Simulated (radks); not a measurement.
Values are calculated unless marked as measured or tabulated.
The manganese anion Mn- inside a hard spherical wall (all orbitals vanish at R), configuration held at [Ar] 3d6 4s2 and not refilled when levels cross. Level of theory: non-relativistic Kohn-Sham, PBE, spin-unpolarised, spherical densities, point nucleus (a radial shooting solver on a logarithmic mesh with Libxc functionals). Eigenvalues in eV, with the zero of energy where the potential of the charges vanishes at infinity; a dash marks a level that is unbound or too diffuse for the functional's potential to be trusted. A positive occupied level is held by the wall or, in an anion where self-interaction has pushed it up, behind a barrier. The pressure on the wall is -dE/dV.

R (bohr)  E (hartree)  kinetic (hartree)    e(3s)    e(3p)   e(4s)   e(3d)  e(5s, empty)  e(4p, empty)  pressure (GPa)
20        -1150.62792           1149.668  -74.619  -44.825   0.762   1.792         2.127         2.157        0.000323
12        -1150.62512           1149.680  -74.266  -44.472   1.023   2.133         4.294         3.228          0.0228
10        -1150.61981           1149.702  -73.918  -44.123   1.305   2.472         5.981         3.825           0.108
6         -1150.51374           1150.077  -70.845  -41.056   4.100   5.380        18.826         8.110            5.83
4         -1149.94123           1151.810  -63.147  -33.477  13.227  12.571        53.352        19.994             105
3         -1148.42170           1156.152  -52.008  -22.622  32.282  23.675        114.46        42.793             760
2.5       -1146.09518           1162.892  -40.933  -11.665  57.909  35.795        186.02        71.601            2680
2         -1139.72625           1181.353  -19.597   10.303  119.29  60.882        336.61        136.54           12500
1.5       -1117.60921           1240.388   34.635   67.582  295.14  123.55        716.03        311.44           86000
